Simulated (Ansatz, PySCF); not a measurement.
Process, species as SMILES: B=N (BNH2) -> B=[N] + H atom (the H-N bond at the site shown breaks; other sites are not compared here)
Structures are relaxed separately at B3LYP-D3(BJ)/def2-TZVP in Ansatz (a quantum-chemistry and plane-wave program).

Quantity: bond dissociation energy (enthalpy at 298 K, with B3LYP-D3(BJ) rigid-rotor harmonic-oscillator terms from PySCF), in kJ/mol. Valence correlation only, unless marked. UHF or UKS for open shells. Spin-orbit coupling is left out. Non-relativistic. CBS(X,Y): correlation extrapolated as X^-3; Hartree-Fock from the larger set.

```tsv
level	program	bond dissociation energy (kJ/mol)
PBE0-D3(BJ)/def2-TZVPD	Ansatz + dftd3	532.6
```

**Question.** Estimate the value at CCSD(T)/CBS(aug-cc-pVTZ,aug-cc-pVQZ) as computed with Ansatz.

**Answer.** 548.9 kJ/mol
